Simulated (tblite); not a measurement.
C3H8O2Si.
Z-matrix (Å and degrees, GFN2-xTB geometry), rows numbered from 1:
```
C 
O   1  1.4118
C   2  1.4012  1  113.88
O   3  1.4234  2  112.64  1    63.83
C   4  1.4388  3  102.47  2    95.66
Si  3  1.9232  2  106.78  1   163.71
H   1  1.0882  2  106.69  3  -176.44
H   1  1.0967  2  110.54  3    64.04
H   1  1.0936  2  110.71  3   -56.77
H   3  1.0999  2  110.37  1   -57.64
H   5  1.0920  4  109.19  3   135.42
H   5  1.0943  4  110.36  3  -105.44
H   6  1.4619  3  115.04  2   148.26
H   6  1.4552  3  114.64  2     9.08
```

Calculated harmonic vibrations of the isolated species, GFN2-xTB (tblite), most abundant isotopes, no scaling. The method is semi-empirical: single wavenumbers can be off by several per cent or more. Modes of hydrogen on silicon can be 10 to 20 % off. One conformer, not necessarily the lowest.

Harmonic wavenumbers (cm⁻¹): 88.3, 128.5, 157.0, 177.6, 323.4, 434.9, 458.8, 502.8, 585.1, 607.6, 705.6, 719.1, 753.4, 818.0, 952.3, 964.2, 1001.3, 1072.3, 1127.5, 1134.9, 1145.9, 1200.2, 1219.2, 1310.7, 1393.3, 1461.5, 1462.2, 1486.0, 2273.2, 2333.5, 2840.3, 2907.9, 2910.6, 2945.8, 2955.2, 3021.4.

A = 5523, B = 2171, C = 1774 MHz; mass 104.029 u (most abundant isotopes); point group C1, symmetry number 1.

Q: What is the zero-point energy?

A: Half the sum of the wavenumbers: 22790 cm⁻¹ = 272.63 kJ/mol.

Q: Give the ideal-gas entropy at 200 K and 1 bar in the rigid-rotor, harmonic-oscillator model (classical rotation).

A: Translation 158.48, rotation 108.47, vibration 45.52: S = 312.5 J/(mol K).

Q: And Cp and H(200 K) − H(0)?

A: Cp = 90.81 J/(mol K), of which vibrations give 57.56 (their classical limit is 36 R = 299.3); H(200 K) − H(0) = 12.03 kJ/mol without the zero-point energy, 5.38 from vibrations.

Q: Which modes carry the vibrational entropy at 200 K?

A: 88.3 cm⁻¹: 12.23; 128.5 cm⁻¹: 9.26; 157.0 cm⁻¹: 7.73; 177.6 cm⁻¹: 6.82; 323.4 cm⁻¹: 2.95; 434.9 cm⁻¹: 1.56 J/(mol K); the other 30 give 4.98 together.

Q: How do the functions run with temperature in this model?

A: 
```json
{"T (K)": "100", "S (J/(mol K))": "261.4", "Cp (J/(mol K))": "60.8", "H − H(0) (kJ/mol)": "4.49", "G − H(0) (kJ/mol)": "-21.65", "ln q(vib)": "0.71"}
{"T (K)": "300", "S (J/(mol K))": "355.5", "Cp (J/(mol K))": "123.8", "H − H(0) (kJ/mol)": "22.76", "G − H(0) (kJ/mol)": "-83.90", "ln q(vib)": "3.91"}
{"T (K)": "500", "S (J/(mol K))": "432.7", "Cp (J/(mol K))": "180.1", "H − H(0) (kJ/mol)": "53.47", "G − H(0) (kJ/mol)": "-162.90", "ln q(vib)": "7.41"}
{"T (K)": "800", "S (J/(mol K))": "530.0", "Cp (J/(mol K))": "233.2", "H − H(0) (kJ/mol)": "116.20", "G − H(0) (kJ/mol)": "-307.83", "ln q(vib)": "12.63"}
{"T (K)": "1000", "S (J/(mol K))": "584.6", "Cp (J/(mol K))": "255.9", "H − H(0) (kJ/mol)": "165.22", "G − H(0) (kJ/mol)": "-419.42", "ln q(vib)": "15.90"}
```

q(vib) and H(0) count from the zero-point level.

Q: Blend soft modes into free rotors: weight 1/[1 + (100 cm⁻¹/ν̃)⁴] for the oscillator and the rest for a rotor with moment μB/(μ + B), μ = h/(8π²ν), B = 10⁻⁴⁴ kg m². What vibrational entropy results?

A: 44.87 J/(mol K) in place of 45.52, which changes −T·S at 200 K by +0.13 kJ/mol.

Hindered rotation and anharmonicity are outside this model. Other conformers, if any are populated, would add a mixing term that is left out. The structure is chiral; the term R ln 2 for an equal mix with its mirror image is left out.
